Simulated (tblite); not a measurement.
A geometry optimisation, step by step.

Species: C3H8B2OSi.
Numbering: `[BH2:1][O:2][B:3]([CH3:4])[C:5]#[C:6][SiH3:7]` (hydrogens: H8, H9 on B1; H10, H11, H12 on C4; H13, H14, H15 on Si7)

Computed with GFN2-xTB (tblite), gas phase: L-BFGS steps from a force-field or distance-geometry start until the largest atomic force falls under 0.01 eV/Å. 9 of its 116 geometries are shown.

Step 0: E = -509.5905 eV, largest atomic force 4.338 eV/Å
```
atom  x, y, z in Å  |  force x, y, z in eV/Å
B1     -1.083    2.222    0.036   -2.195  -0.961   0.496
O2     -2.024    1.141    0.218    3.829  -0.233   1.306
B3     -1.350   -0.123    0.654   -1.274   1.909  -3.681
C4     -2.216   -1.414    0.248    1.229  -0.265   1.326
C5      0.148   -0.226    0.293   -0.727   0.109   1.162
C6      1.314   -0.296   -0.018   -0.138  -0.039   0.022
Si7     3.076   -0.372   -0.489    0.629  -0.218  -0.216
H8     -0.216    2.212   -0.741    0.042  -0.286  -0.165
H9     -1.292    3.216    0.638   -0.093  -0.134  -0.020
H10    -1.960   -1.567   -0.814   -0.518   0.016   0.496
H11    -1.752   -2.264    0.812   -0.944   0.303  -0.560
H12    -3.280   -1.289    0.439    0.270  -0.386  -0.250
H13     3.615   -1.683   -0.089   -0.044   0.081   0.061
H14     3.760    0.715    0.214    0.027   0.018   0.000
H15     3.255   -0.263   -1.941   -0.092   0.086   0.025
```

Step 14: E = -510.9009 eV, largest atomic force 0.254 eV/Å
```
atom  x, y, z in Å  |  force x, y, z in eV/Å
B1     -1.139    2.318    0.072   -0.127  -0.072  -0.012
O2     -1.648    1.157    0.441   -0.113  -0.021  -0.031
B3     -1.296   -0.136    0.388    0.173   0.058  -0.176
C4     -2.227   -1.406    0.195   -0.036  -0.033   0.075
C5      0.210   -0.363    0.358    0.024  -0.103   0.004
C6      1.380   -0.343    0.046    0.184  -0.072  -0.034
Si7     3.150   -0.393   -0.474   -0.008   0.000   0.040
H8     -0.381    2.354   -0.827   -0.012   0.081  -0.179
H9     -1.451    3.307    0.620   -0.102  -0.008   0.162
H10    -2.180   -1.790   -0.824    0.066   0.164  -0.040
H11    -1.839   -2.207    0.816   -0.020  -0.150   0.116
H12    -3.273   -1.278    0.436   -0.165   0.183   0.046
H13     3.659   -1.708   -0.054    0.076   0.122  -0.066
H14     3.826    0.722    0.205    0.038  -0.110  -0.060
H15     3.204   -0.227   -1.938    0.023  -0.039   0.155
```

Step 29: E = -511.1505 eV, largest atomic force 0.172 eV/Å
```
atom  x, y, z in Å  |  force x, y, z in eV/Å
B1     -1.394    2.336    0.009   -0.028  -0.120   0.009
O2     -1.366    1.054    0.212   -0.015   0.092   0.000
B3     -1.105   -0.233    0.295    0.030   0.058  -0.110
C4     -2.303   -1.297    0.233    0.052  -0.015  -0.062
C5      0.402   -0.556    0.285   -0.058  -0.089   0.098
C6      1.605   -0.593    0.124   -0.095   0.050   0.016
Si7     3.376   -0.489   -0.401   -0.127  -0.015  -0.012
H8     -1.075    2.772   -1.042   -0.140  -0.015  -0.047
H9     -1.754    3.049    0.874    0.079   0.054   0.088
H10    -2.392   -1.701   -0.774    0.044   0.016  -0.054
H11    -2.172   -2.152    0.887    0.134   0.001   0.086
H12    -3.263   -0.844    0.474    0.083   0.066   0.000
H13     4.098   -1.718   -0.089   -0.008  -0.115   0.016
H14     4.073    0.639    0.215   -0.058   0.064   0.102
H15     3.265   -0.261   -1.841    0.108  -0.032  -0.130
```

Step 43: E = -511.2303 eV, largest atomic force 0.175 eV/Å
```
atom  x, y, z in Å  |  force x, y, z in eV/Å
B1     -1.479    2.363    0.015   -0.119   0.081  -0.031
O2     -1.313    1.087    0.147   -0.133   0.102   0.049
B3     -1.065   -0.195    0.244   -0.084   0.053   0.040
C4     -2.247   -1.267    0.231   -0.002   0.008   0.024
C5      0.417   -0.552    0.237    0.012  -0.096  -0.037
C6      1.614   -0.641    0.075   -0.011   0.052  -0.093
Si7     3.388   -0.537   -0.400    0.104  -0.079  -0.013
H8     -1.518    2.833   -1.069    0.015  -0.007   0.020
H9     -1.630    3.046    0.969    0.042  -0.050  -0.007
H10    -2.324   -1.691   -0.769   -0.045  -0.025   0.014
H11    -2.081   -2.097    0.913    0.036   0.023  -0.002
H12    -3.204   -0.810    0.474    0.032  -0.042  -0.036
H13     4.046   -1.800   -0.071    0.079  -0.017   0.081
H14     3.951    0.612    0.317    0.065  -0.054  -0.021
H15     3.442   -0.342   -1.853    0.009   0.052   0.011
```

Step 58: E = -511.2816 eV, largest atomic force 0.158 eV/Å
```
atom  x, y, z in Å  |  force x, y, z in eV/Å
B1     -1.602    2.430    0.046   -0.088  -0.040   0.125
O2     -1.407    1.154    0.155    0.000  -0.006  -0.072
B3     -1.088   -0.117    0.164    0.025   0.047  -0.084
C4     -2.196   -1.267    0.242    0.060   0.010  -0.001
C5      0.402   -0.448    0.013   -0.013  -0.060   0.000
C6      1.594   -0.620   -0.123    0.051   0.078  -0.025
Si7     3.423   -0.627   -0.391    0.014  -0.028   0.006
H8     -1.878    2.895   -1.004    0.061  -0.006  -0.019
H9     -1.539    3.110    1.011   -0.037   0.000  -0.012
H10    -2.273   -1.758   -0.729    0.001   0.017   0.049
H11    -1.933   -2.042    0.960   -0.049   0.057  -0.013
H12    -3.179   -0.872    0.490    0.027  -0.047   0.034
H13     4.028   -1.885    0.052   -0.062  -0.050  -0.011
H14     3.984    0.473    0.400    0.007   0.038  -0.012
H15     3.659   -0.418   -1.824    0.001  -0.010   0.034
```

Step 72: E = -511.3108 eV, largest atomic force 0.099 eV/Å
```
atom  x, y, z in Å  |  force x, y, z in eV/Å
B1     -1.736    2.445    0.077   -0.071   0.013  -0.068
O2     -1.440    1.186    0.058    0.049  -0.057  -0.008
B3     -1.068   -0.068    0.035    0.064   0.018   0.038
C4     -2.128   -1.243    0.254   -0.013  -0.012  -0.013
C5      0.425   -0.366   -0.165    0.006   0.037   0.016
C6      1.627   -0.493   -0.265   -0.046  -0.057  -0.005
Si7     3.461   -0.684   -0.379   -0.010   0.032   0.034
H8     -2.077    2.970   -0.926    0.016   0.033   0.023
H9     -1.681    3.041    1.093   -0.015   0.032   0.028
H10    -2.261   -1.818   -0.660    0.036  -0.023  -0.008
H11    -1.802   -1.942    1.021    0.007   0.012  -0.024
H12    -3.102   -0.854    0.538   -0.016  -0.001   0.025
H13     3.850   -2.008    0.111   -0.016  -0.016   0.033
H14     4.056    0.377    0.442    0.016  -0.025   0.006
H15     3.872   -0.534   -1.774   -0.008   0.015  -0.077
```

Step 86: E = -511.3185 eV, largest atomic force 0.070 eV/Å
```
atom  x, y, z in Å  |  force x, y, z in eV/Å
B1     -1.788    2.466    0.072   -0.067   0.001   0.021
O2     -1.442    1.218    0.036   -0.001   0.016   0.031
B3     -1.052   -0.031    0.044   -0.014  -0.007   0.011
C4     -2.089   -1.231    0.252   -0.009  -0.018   0.005
C5      0.439   -0.335   -0.137    0.027   0.049  -0.004
C6      1.632   -0.506   -0.257    0.004  -0.015   0.029
Si7     3.463   -0.720   -0.385    0.005   0.013  -0.007
H8     -2.099    3.019   -0.924    0.010  -0.020  -0.024
H9     -1.816    3.039    1.106    0.033  -0.034  -0.017
H10    -2.190   -1.815   -0.660    0.003   0.002  -0.048
H11    -1.745   -1.922    1.018    0.012   0.022   0.019
H12    -3.080   -0.881    0.531    0.006   0.019  -0.004
H13     3.832   -2.046    0.121   -0.013   0.001  -0.027
H14     4.089    0.321    0.439    0.004  -0.012  -0.027
H15     3.842   -0.568   -1.795    0.000  -0.017   0.041
```

Step 101: E = -511.3246 eV, largest atomic force 0.047 eV/Å
```
atom  x, y, z in Å  |  force x, y, z in eV/Å
B1     -1.875    2.483    0.079    0.009  -0.037  -0.015
O2     -1.471    1.252    0.058    0.004   0.013   0.019
B3     -1.034    0.019    0.060   -0.008  -0.005  -0.006
C4     -2.033   -1.219    0.237   -0.015   0.025  -0.017
C5      0.465   -0.252   -0.098    0.021  -0.027   0.005
C6      1.650   -0.483   -0.208   -0.020   0.030  -0.006
Si7     3.466   -0.768   -0.383   -0.001  -0.035  -0.003
H8     -2.170    3.015   -0.934   -0.014  -0.002   0.016
H9     -1.946    3.054    1.111    0.001  -0.002  -0.017
H10    -2.100   -1.806   -0.677    0.039   0.022  -0.012
H11    -1.679   -1.895    1.013   -0.041   0.022   0.000
H12    -3.039   -0.892    0.491    0.008  -0.030   0.034
H13     3.790   -2.115    0.099   -0.012   0.022  -0.002
H14     4.161    0.247    0.411    0.025   0.010   0.023
H15     3.812   -0.633   -1.800    0.005  -0.005  -0.021
```

Step 115: E = -511.3274 eV, largest atomic force 0.008 eV/Å
```
atom  x, y, z in Å  |  force x, y, z in eV/Å
B1     -1.925    2.484    0.084   -0.002   0.003   0.000
O2     -1.470    1.272    0.073    0.001  -0.005   0.006
B3     -1.018    0.046    0.073    0.002   0.000   0.002
C4     -2.006   -1.203    0.232    0.000  -0.002  -0.001
C5      0.483   -0.218   -0.084   -0.004   0.002  -0.002
C6      1.668   -0.444   -0.200    0.008   0.000   0.000
Si7     3.473   -0.791   -0.385   -0.002   0.002  -0.005
H8     -2.257    2.991   -0.930    0.002   0.001  -0.003
H9     -2.008    3.066    1.109   -0.003   0.001   0.001
H10    -2.035   -1.784   -0.688    0.003   0.000   0.002
H11    -1.664   -1.877    1.014   -0.005  -0.001   0.001
H12    -3.023   -0.897    0.466    0.001   0.003  -0.001
H13     3.741   -2.149    0.098    0.002  -0.004   0.004
H14     4.223    0.190    0.405   -0.006  -0.002  -0.002
H15     3.812   -0.676   -1.806    0.005   0.002  -0.002
```

Question: Summarise the path.

Answer: The energy falls by 1.7369 eV from step 0 to step 115; nine tenths of that is first reached at step 30. It falls at every step. The largest force goes from 4.338 to 0.008 eV/Å. Among the bonds O2–B3 changes most, from 1.497 to 1.307 Å; the atoms move by 0.808 Å rms after alignment.

What follows is the cost of the whole relaxation. Hardware: one thread, Intel Xeon Platinum 8259CL at 2.50 GHz (x86_64), shared host with 32 logical CPUs at a one-minute load of 19. Cost: 1.2 s.
